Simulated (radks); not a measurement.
The nuclear charge of the barium ion Ba+ is varied continuously with 55 electrons held in [Xe] 6s1. Method: scalar-relativistic Kohn-Sham, r2SCAN, spin-polarised, spherical densities, finite nucleus; open shells are filled with parallel spins first (spin-orbit coupling, left out, can overturn this in heavy ions); meta-GGA in the generalised Kohn-Sham scheme; Fermi nuclear charge, rms radius 4.8378 fm; computed with a radial shooting solver on a logarithmic mesh with Libxc functionals. By the Hellmann-Feynman theorem dE/dZ = E(electron-nucleus)/Z, the electronic potential at the nucleus (averaged over a nucleus of fixed radius). The scalar-relativistic energy here is not variational (the density holds large components alone), so the two differ by a part that grows with Z.

| Z | E (hartree) | E(electron-nucleus)/Z (hartree) | HOMO | e(HOMO) (eV) | <r> HOMO (bohr) |
|---|---|---|---|---|---|
| 55 | -7787.6493 | -342.619 | 6s | -2.322 | 5.685 |
| 55.5 | -7960.7649 | -346.965 | 6s | -4.911 | 4.872 |
| 56 | -8136.0783 | -351.313 | 6s | -7.929 | 4.361 |
| 56.5 | -8313.5922 | -355.667 | 6s | -11.311 | 3.995 |
| 57 | -8493.3102 | -360.028 | 6s | -15.023 | 3.711 |

The central difference of E at Z = 56 is -352.827 hartree, to compare with the third column; the second derivative is -8.8 hartree.
